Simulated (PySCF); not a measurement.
Al(F)(Br)(NH2) (AlBrFH2N), SMILES [NH2][Al]([F])[Br]. Coordinates come from a PBE0-D3(BJ)/def2-SVP optimisation. Other conformers were not sampled.

Computed with PBE0-D3(BJ)/def2-SVP run with PySCF.

Harmonic wavenumbers (cm⁻¹): 154, 195, 243, 361, 398, 409, 663, 816, 945, 1519, 3626, 3722. Rotational constants (GHz): 6.339, 1.853, 1.434; symmetry number 1.

**Question.** Work out the zero-point energy and the ideal-gas rigid-rotor harmonic-oscillator thermochemistry at 298.15 K and 1 atm.

**Answer.** ZPE = ½ Σ hcν = ½ × 13051 cm⁻¹ = 78.06 kJ/mol. H − E(el) = 95.63 kJ/mol. Entropy in J/(mol K): translation 170.55, rotation 114.42, vibration 43.03, total 327.99. G − E(el) = -2.16 kJ/mol. Cp = 83.62 J/(mol K).
